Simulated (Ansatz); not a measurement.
Li₆N₃⁻, relaxed as a singlet with RKS r2SCAN-D4/def2-SVPD in Ansatz, starting from the GFN1-xTB geometry. Force threshold 0.02 eV/Å.

The restricted singlet is unstable towards broken spin symmetry in Hartree–Fock (as tested in another run); at r2SCAN-D4/def2-SVPD this wasn't settled. The highest occupied level of the charge -1 singlet lies above zero (up to 0.49 eV). The electron is either unbound and held by the finite basis, or the level is raised by self-interaction error. Another isomer (singlet) lies 0.43 eV lower at PBE0-D4/def2-TZVPD; other spin states weren't run for this one.

Start:

```xyz
9

Li   -1.9843   -0.3137    0.5131
Li   -0.0766    1.1456    1.7417
Li   -0.8077    1.7681   -0.6462
Li   -0.4470   -0.9998   -1.3144
Li    1.5541    2.4175    0.2548
Li    0.2171   -1.4942    0.9695
N    -0.0569    2.7911    0.7785
N     0.8451   -2.7342   -0.6019
N     0.7563   -2.5803   -1.6950
```

Q: Estimate the energy that the relaxation releases and the steps that it takes.

A: 89.0 kcal/mol, in 43 steps; 1.9 min on 4 threads of Arm Neoverse V2 on a shared host. The force fell under the threshold at step 34, but the optimiser went on. No frequencies were taken in this run, so the end may be a saddle point.

Q: Does the start keep its bonding?

A: Bonds lost: Li2–Li6, Li3–Li4 (atoms count from 1). Bonds formed: Li1–N7, Li4–N7 (atoms count from 1). Metal–metal contacts that move far: Li4–Li5 4.26 to 2.63 Å, Li1–Li6 2.54 to 3.13 Å.

Q: Predict the relaxed structure.

A: 
```
atom   x (Å)   y (Å)   z (Å)
 Li1  -1.533   0.103   0.948
 Li2   0.360   1.972   1.766
 Li3  -1.468   2.502  -0.388
 Li4   0.447  -0.434  -0.386
 Li5   1.098   2.082  -0.817
 Li6  -0.878  -2.918   0.470
  N7  -0.241   1.281   0.193
  N8   0.669  -2.545  -0.602
  N9   1.547  -2.043  -1.185
```
Bond lengths (bridged metal pairs left out): 8 × Li–N 1.82 to 2.13 Å; 1 × N–N 1.17 Å.
